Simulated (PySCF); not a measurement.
NICS in isomers of C6H6F3N3.

Definitions: NICS(0) = −σiso at the ring centroid; NICS(1) = −σiso and NICS(1)zz = −σzz at ±1 Å along the ring normal z. Level: GIAO PBE0/pcSseg-1 (PySCF, non-relativistic, gas phase) on the GFN2-xTB geometries, one conformer each. Atom numbers follow the mapped SMILES.

Task: Order these rings by mean NICS(1)zz, lowest (most negative) first (ppm).
A. ring N4–C5–C6–N11–N12 in `[CH2:1]=[CH:2][CH2:3][n:4]1[cH:5][c:6]([C:7]([F:8])([F:9])[F:10])[n:11][n:12]1`
B. ring C3–N4–C5–N6–C7–N12 in `[CH3:1][CH2:2][c:3]1[n:4][cH:5][n:6][c:7]([C:8]([F:9])([F:10])[F:11])[n:12]1`
C. ring N3–N4–C5–C7–N12 in `[CH2:1]=[CH:2][n:3]1[n:4][c:5]([CH3:6])[c:7]([C:8]([F:9])([F:10])[F:11])[n:12]1`

Result: A (-32.2), C (-28.6), B (-25.0).

| SMILES | ring | NICS(0) | NICS(1) | NICS(1)zz | HOMA | rms pucker (Å) | ring atoms with four or more neighbours |
| --- | --- | --- | --- | --- | --- | --- | --- |
| C=CCn1cc(C(F)(F)F)nn1 | 5-membered ring with 3 N; formal bonds all aromatic | -13.0 | -13.0 | -32.2 | 0.95 | 0.00 | 0 |
| C=Cn1nc(C)c(C(F)(F)F)n1 | 5-membered ring with 3 N; formal bonds all aromatic | -11.4 | -12.3 | -28.6 | 0.96 | 0.00 | 0 |
| CCc1ncnc(C(F)(F)F)n1 | 6-membered ring with 3 N; formal bonds all aromatic | -5.1 | -10.7 | -25.0 | 0.98 | 0.00 | 0 |

NICS(0) gives the same order. The isotropic NICS(1) gives the same order. HOMA uses Krygowski's 1993 parameters. NICS(1) and NICS(1)zz are means over the two faces.
